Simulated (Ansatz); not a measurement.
The cluster BeF₂. Charge 0, multiplicity 3. Geometry PBE-D4/def2-TZVPD, that of the charge -1 doublet; atoms count from 1.

```xyz
3

Be   -0.125    0.383    0.096
F    -0.068   -0.549    1.211
F     0.193    0.167   -1.307
```

At PBE0-D4/def2-TZVPD a singlet of charge 0 lies 6.85 eV below the triplet at the same geometry. The structure comes from a short search, and lower isomers may exist.

Question: Estimate the Mulliken populations from the PBE0/def2-TZVPD orbitals of Ansatz.

Answer: 
```json
{"atom": "Be1", "charge (e)": "-0.23", "spin (α − β)": "0.94"}
{"atom": "F2", "charge (e)": "0.12", "spin (α − β)": "0.53"}
{"atom": "F3", "charge (e)": "0.12", "spin (α − β)": "0.53"}
```
Mulliken values and Mayer orders depend strongly on the basis. With diffuse functions, as here, like atoms can get unlike values, and bond orders can come out too low or too high.

Question: Where does the spin sit?

Answer: Summed by element: Be 0.94, F 1.06, of 2 unpaired in all. Largest on single atoms: Be1 0.94, F2 0.53, F3 0.53.

Question: And the Mayer bond orders between bonded heavy atoms (over 0.3)?

Answer: Be1–F2 0.86 (1.45 Å); Be1–F3 0.86 (1.45 Å). Values over 0.3 also appear between atoms too far apart for a bond (F2–F3 0.41 at 2.63 Å); they arise where an orbital or an unpaired electron spreads over both atoms.
